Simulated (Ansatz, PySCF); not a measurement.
CH3Cl2Si, doublet, at a GFN2-xTB geometry. Base run: REVPBE/cc-pVDZ in PySCF.

Input for PySCF:
```python
from pyscf import gto, scf, dft

mol = gto.Mole()
mol.atom = '''
    C    -2.018938   -0.488358   -0.009210
    Si   -0.230816   -0.097362   -0.533339
    Cl    1.048580   -1.427084    0.337088
    Cl    0.274056    1.779623    0.086893
    H    -2.110359   -0.425893    1.074397
    H    -2.308973   -1.488779   -0.313587
    H    -2.720422    0.214712   -0.446498
'''
mol.basis = 'cc-pvdz'
mol.charge = 0
mol.spin = 1
mol.verbose = 4
mol.build()

mf = dft.UKS(mol)
mf.xc = 'revpbe'
mf.kernel()
```

The same geometry, method and basis name were run in Ansatz (an electronic-structure program) and PySCF, at each program's defaults and at the settings that a row names. The base is PySCF at its defaults. Differences at the defaults can come from grids, fitting, cores and function types together.

| code and settings | ΔE vs base (mEh) | basis functions | E (Eh) | SCF cycles | dipole (D) |
|---|---|---|---|---|---|
| PySCF, defaults (exact integrals, its default grid, spherical functions) | 0.000 | 83 | -1249.63058 | 10 | 1.95 |
| Ansatz, defaults (factorised integrals, its default grid, spherical functions) | -0.003 | 83 | -1249.63058 | - | - |
| PySCF, density fitting with def2-universal-jkfit | -0.078 | 83 | -1249.63066 | 10 | 1.94 |
| PySCF, fine grid | -0.003 | 83 | -1249.63058 | 10 | 1.95 |
| Ansatz, high accuracy | -0.004 | 83 | -1249.63058 | - | - |

Open shells are given as the SCF converged; they aren't shown to be the lowest states, and a large step between rows can be another state.
